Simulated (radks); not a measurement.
These are the eigenvalues of the occupied orbitals of an atom or ion with whole-number occupations (Ry). Method: Dirac Kohn-Sham, LDA (Slater exchange, Perdew-Zunger correlation), spin-unpolarised, spherical densities, finite nucleus; Fermi nuclear charge, rms radius of each element as measured or else 0.836 A^(1/3) + 0.57 fm; computed with a radial shooting solver on a logarithmic mesh with Libxc functionals.

1s1/2: -96.34037
2s1/2: -9.43855
2p1/2: -7.09168
2p3/2: -7.06788

Which element is it, and in what charge state? The configuration may be excited. Open shells, if any, fill j = l - 1/2 first.

Answer. Z = 12, magnesium, charge +3: Mg3+ in [He] 2s2 2p5. The list shows which subshells hold electrons but not how many an open one holds; the 1s level, -48.17 hartree, gives Z - s = 9.8 by -(Z - s)^2/2, which with screening and relativity narrows Z to a few neighbours, and the depths of the outer levels then fix element, charge and occupations together.
